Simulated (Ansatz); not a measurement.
`[NH2][Ge][F]` + HCl → `[F][Ge][Cl]` + NH₃ at 600 K and 1 bar (ligand exchange at a Ge–N bond).

Program: Ansatz. Geometries: PBE0-D4/def2-TZVP. ΔE: electronic, gas phase. CBS: MP2 limit from def2 TZ/QZ plus the TZ coupled-cluster correction, frozen cores. This one scheme is used for every species. For Ge outer-core shells are correlated without core-valence functions, which leaves a few kJ/mol of doubt a bond. Scalar relativity is left out up to krypton. Each species was taken in one conformer, which may not be the lowest.

```tsv
species	CCSD(T)/CBS energy (Eh)	H − E (kJ/mol)	S (J/(mol·K))
`[NH2][Ge][F]`	-2231.86581	107.5	335.1
HCl	-460.38127	35.4	207.2
`[F][Ge][Cl]`	-2635.75718	36.5	326.6
NH₃	-56.50880	112.4	219.5
```

H − E and S are ideal-gas, rigid-rotor, harmonic terms from PBE0-D4/def2-TZVP, for one conformer and one mirror image of each species. 1 Eh = 2625.50 kJ/mol, R = 8.31446 J/(mol·K).

By hand: ΔE, ΔH, ΔS and ΔG.

ΔE = (-2635.75718) + (-56.50880) − (-2231.86581) − (-460.38127) = -0.01890 Eh = -49.6 kJ/mol. Δ(H − E) = 36.5 + 112.4 − 107.5 − 35.4 = 6.0, so ΔH = -43.6 kJ/mol. ΔS = 326.6 + 219.5 − 335.1 − 207.2 = 3.8 J/(mol·K). ΔG = -43.6 − 600 × (3.8)/1000 = -45.9 kJ/mol.

By hand: the equilibrium constant, and the temperature at which ΔG would vanish if ΔH and ΔS stayed fixed.

log₁₀ K = −ΔG/(RT ln 10) = 4.0. ΔH and −TΔS have one sign here, so there is no such temperature.

The number of gas molecules stays the same, so ΔS is small and ΔH decides. A doubt of 5 kJ/mol in ΔE shifts log₁₀ K by 0.4 here. Other conformers and mirror images would add mixing entropy, several J/(mol·K) or more a flexible species. These are equilibria of isolated gas molecules and say nothing of rates. Largest T1 diagnostic: 0.014 (customary marks: 0.02 for closed shells, 0.045 for open ones).

ΔS is within the doubt of such terms, so its sign, and with it that verdict, could turn.
